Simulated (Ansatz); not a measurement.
CH₈N₃OTa (`C[O][Ta](=[NH])([NH2])[NH2]`), relaxed with RKS PBE0-D4/def2-TZVP in the Gaussian-basis code of Ansatz from a PBE-D4/def2-SVP geometry. The force threshold is 0.005 eV/Å; the program also tests the step.

Charge 0, multiplicity 1. Ta takes the def2 core potential.

Start:

```xyz
14

C    -0.347   -0.345    2.544
O     0.092   -0.379    1.217
Ta   -0.010    0.137   -0.634
N    -1.401    1.170   -1.086
N    -0.176   -1.517   -1.759
N     1.623    1.207   -1.098
H     0.324    0.287    3.168
H    -0.349   -1.370    2.980
H    -1.380    0.065    2.628
H    -2.234    1.751   -1.186
H    -0.843   -1.675   -2.520
H     0.470   -2.312   -1.708
H     2.584    0.878   -0.952
H     1.647    2.102   -1.594
```

```tsv
step	energy (eV)	largest force (eV/Å)	largest move (Å)
1	-9234.7169	0.643	0.000
2	-9234.7833	0.324	0.061
3	-9234.7892	0.064	0.021
4	-9234.7896	0.027	0.011
5	-9234.7899	0.023	0.014
6	-9234.7901	0.028	0.017
7	-9234.7903	0.026	0.027
8	-9234.7905	0.026	0.022
9	-9234.7906	0.026	0.019
10	-9234.7906	0.024	0.017
11	-9234.7907	0.029	0.024
12	-9234.7908	0.037	0.034
13	-9234.7908	0.026	0.004
14	-9234.7909	0.012	0.005
15 (rejected)	-9234.7908	0.013	0.004
16	-9234.7909	0.003	0.002
17	-9234.7909	0.002	0.010
18	-9234.7909	0.003	0.011
19	-9234.7909	0.002	0.007
```

End:

```xyz
14

C    -0.354   -0.334    2.504
O     0.146   -0.363    1.205
Ta    0.016    0.131   -0.626
N    -1.393    1.127   -1.032
N    -0.149   -1.527   -1.725
N     1.617    1.220   -1.109
H     0.378    0.122    3.178
H    -0.556   -1.353    2.852
H    -1.284    0.242    2.559
H    -2.223    1.684   -1.138
H    -0.857   -1.691   -2.423
H     0.497   -2.303   -1.700
H     2.574    0.929   -0.975
H     1.590    2.116   -1.569
```

Run time 64 s (4 threads of an Intel Xeon 6975P-C on a shared host); peak host memory 0.81 GiB.
